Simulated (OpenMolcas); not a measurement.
# Co2+: moving or changing the point charges

Co2+ among 6 point charges of -1 e arranged as an octahedron (Oh), 2.11 Å from the ion.

| Quantity | Value |
| --- | --- |
| Program | OpenMolcas |
| Method | CASSCF |
| Basis | ANO-RCC-VDZP [5s4p2d1f] |
| Scalar Hamiltonian | DKH2, point nucleus |
| Active space | 7 electrons in 5 orbitals (3d) |
| State averaging | 2S+1 = 4 even, 10 roots; 2S+1 = 2 even, 40 roots |
| Spin-orbit coupling | state interaction with AMFI integrals over the reference wave functions |

Runs around this geometry, states (labels of O, the rotations of Oh). Energies in cm-1 above the lowest state or level, χT in cm3 K/mol; under a threefold ground state the first gap can be a small split of the lowest multiplet, not the spin-orbit step; 10Dq and B are least-squares fits to the states below 45000 cm-1, weighted by degeneracy, with a free offset, and given where the rms deviation is under 5 % of |10Dq| (or 100 cm-1) and under 700 cm-1.

```
R (Å)  q (e)  Ground state  First state of that spin  10Dq  B (rms of fit)  First gap with spin-orbit (degeneracies)  χT at 300 K  First state of another spin
 2.11   -0.8           4T1                  4T2 1369  1550       1229 (63)                              268.7 (2, 4)        4.549                     2E 19013
 2.11     -1           4T1                  4T2 1717  1919       1229 (81)                              293.7 (2, 4)        4.383                     2E 18962
 2.26     -1           4T1                  4T2 1259  1418       1229 (62)                              258.5 (2, 4)        4.612                     2E 19027
```

Taking |10Dq| as R^-n, n = -ln(1418 / 1919) / ln(2.26 / 2.11) = 4.4 between the shortest and longest distance. The point-charge formula for a cubic d site gives n = 5.

Scaling the charges by -0.8 / -1 = 0.80 scales |10Dq| by 1550 / 1919 = 0.81; with fixed orbitals a first-order splitting would follow the charge.

An orbital triplet at a regular site is open to Jahn-Teller coupling, which can distort the site and quench the lowest spin-orbit gaps and is left out. Without dynamic correlation the repulsion within the d shell is too large (B by tens of per cent), so at a given field states of lower spin stand too high. The ground term spreads over less than 5000 cm-1, several times less than with real ligands, so orbital moments are less quenched and χT lies further from the spin-only value than at real sites. This is an electrostatic model: the charges have no orbitals. No measured value stands beside these numbers.
